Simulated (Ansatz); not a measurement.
The cluster Cr₃⁻. Total charge -1; octet. Geometry r2SCAN-D4/def2-TZVP, that of the neutral septet; atoms count from 1.

```xyz
3

Cr    0.058   -0.591    1.598
Cr   -0.886    1.244   -0.757
Cr    0.827   -0.653   -0.840
```

The charge -1 octet is spin-contaminated (final ⟨S²⟩ up to 20.36, 15.75 for a pure state). The highest occupied level of the charge -1 octet lies above zero (up to 0.39 eV). Its loss leaves the charge 0 septet, which lies 0.70 eV higher (vertical, at PBE0-D4/def2-TZVPD), but this difference is unsure: the septet is doubtful (at the level of its geometry, ⟨S²⟩ 16.71, where a pure state has 12.00). The structure comes from a short search, and lower isomers may exist.

**Question.** Estimate the Mulliken populations from the PBE0/def2-TZVPD orbitals of Ansatz.

**Answer.** 
```csv
atom,charge (e),spin (α − β),d electrons
Cr1,-0.31,5.84,4.96
Cr2,-0.31,5.84,4.96
Cr3,-0.38,-4.68,4.91
```
Mulliken values and Mayer orders depend strongly on the basis. With diffuse functions, as here, like atoms can get unlike values, and bond orders can come out too low or too high.

**Question.** Where does the spin sit?

**Answer.** Summed by element: Cr 7.00, of 7 unpaired in all. Largest on single atoms: Cr1 5.84, Cr2 5.84, Cr3 -4.68.

**Question.** And the Mayer bond orders between bonded heavy atoms (over 0.3)?

**Answer.** Cr1–Cr2 0.50 (3.13 Å); Cr1–Cr3 0.89 (2.56 Å); Cr2–Cr3 0.89 (2.56 Å).
